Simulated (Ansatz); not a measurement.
Pb2O2, relaxed as a singlet with RKS PBE0-D4/def2-SVP in Ansatz, starting from the GFN1-xTB geometry. Force threshold 0.02 eV/Å.

In the def2 sets Pb takes a core potential; there is no spin–orbit coupling. The structure comes from a short search, and lower isomers may exist.

Start:

```xyz
4

Pb   -0.298    1.030    1.234
Pb    0.308   -1.021   -1.239
O     0.983   -0.606    0.743
O    -0.993    0.597   -0.738
```

```csv
step,energy (eV),largest force component (eV/Å),SCF passes
1,-14584.1952,0.513,16
2 (rejected),-14584.0573,1.235,21
3,-14584.2117,0.113,22
4,-14584.2122,0.080,23
5,-14584.2125,0.001,24
```

Force components are those of the run's own axes.

End:

| atom | x (Å) | y (Å) | z (Å) |
| --- | --- | --- | --- |
| Pb1 | -0.298 | 1.008 | 1.216 |
| Pb2 | 0.298 | -1.008 | -1.216 |
| O3 | 0.999 | -0.608 | 0.748 |
| O4 | -0.999 | 0.608 | -0.748 |

By distances, no bond broke or formed. The bond that changes most is Pb2–O4, from 2.14 to 2.12 Å (atoms count from 1).

No frequencies were taken in this run, so the end may be a saddle point.

It took 6 s on 4 threads of Arm Neoverse V1 on a shared host.
